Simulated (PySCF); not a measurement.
Working out the ionisation energy of As⁺

As⁺ [Ar] 3d10 4s2 4p2 (3P) → As²⁺ [Ar] 3d10 4s2 4p1 (2P). Calculation: PySCF 2.14, in aug-cc-pwCVDZ-PP with ECP10MDF; scalar relativity through the core potential. Frozen: nothing. Energies in hartree (1 hartree = 27.21139 eV):

| part | As⁺ (lower) | As²⁺ (upper) |
| --- | --- | --- |
| UHF | -330.851977 | -330.191615 |
| CCSD correlation | -0.432798 | -0.418652 |
| (T) | -0.008269 | -0.007863 |

Question: What does Hartree-Fock give?

Answer: (-330.191615) − (-330.851977) = 0.660362 hartree = 17.969 eV.

Question: What do CCSD and CCSD(T) give?

Answer: The CCSD correlation energies differ by 0.014146 hartree = 0.385 eV and the triples by 0.000406 hartree = 0.011 eV, so CCSD gives 18.354 eV and CCSD(T) 18.365 eV.

Reference: 18.589 eV (measured; NIST Atomic Spectra Database, ionization energies), between the lowest levels; spin-orbit coupling is absent from the calculation.

A double-zeta basis recovers only part of the correlation energy.

What remains against the reference includes basis incompleteness and higher excitations.
